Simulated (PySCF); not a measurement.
**Working with the constants of CaSb**

r²SCAN constants of CaSb, ⁴Σ⁻ (quartet), unpaired electrons σ ↑, π ↑↑ (PySCF, scalar-relativistic core potentials, basis sets Ca def2-SVPD, Sb def2-SVPD with ECP28; masses 39.9626 and 120.9038 u):

| Item | Value |
| --- | --- |
| ωe | 184.4 cm⁻¹ |
| ωexe | 0.666 cm⁻¹ |
| Be | 0.059041 cm⁻¹ |
| αe | 0.000262 cm⁻¹ |
| D (centrifugal) | 2.42e-08 cm⁻¹ |
| De to Ca + Sb | 1.28 eV |

(1) Give the vibrational terms G(v) and spacings up to v = 6.

(2) How well does the Morse estimate ωe²/(4ωexe) reproduce De, and what is D0?

Spin–orbit coupling is left out, which matters for elements this heavy, above all for dissociation energies. The state was picked by a PBE0 search and need not be the measured ground state.

Results:

(1) G(v) = ωe(v+½) − ωexe(v+½)².

```json
{"v": "0", "G(v) (cm⁻¹)": "92.0", "G(v) − G(v−1)": "", "Bv (cm⁻¹)": "0.05891"}
{"v": "1", "G(v) (cm⁻¹)": "275.1", "G(v) − G(v−1)": "183.1", "Bv (cm⁻¹)": "0.05865"}
{"v": "2", "G(v) (cm⁻¹)": "456.8", "G(v) − G(v−1)": "181.7", "Bv (cm⁻¹)": "0.05839"}
{"v": "3", "G(v) (cm⁻¹)": "637.2", "G(v) − G(v−1)": "180.4", "Bv (cm⁻¹)": "0.05812"}
{"v": "4", "G(v) (cm⁻¹)": "816.3", "G(v) − G(v−1)": "179.1", "Bv (cm⁻¹)": "0.05786"}
{"v": "5", "G(v) (cm⁻¹)": "994.1", "G(v) − G(v−1)": "177.7", "Bv (cm⁻¹)": "0.05760"}
{"v": "6", "G(v) (cm⁻¹)": "1170.5", "G(v) − G(v−1)": "176.4", "Bv (cm⁻¹)": "0.05734"}
```

(2) It gives 1.58 eV, 124 % of the computed De. D0 = De − G(0) = 1.28 − 0.01 = 1.27 eV.
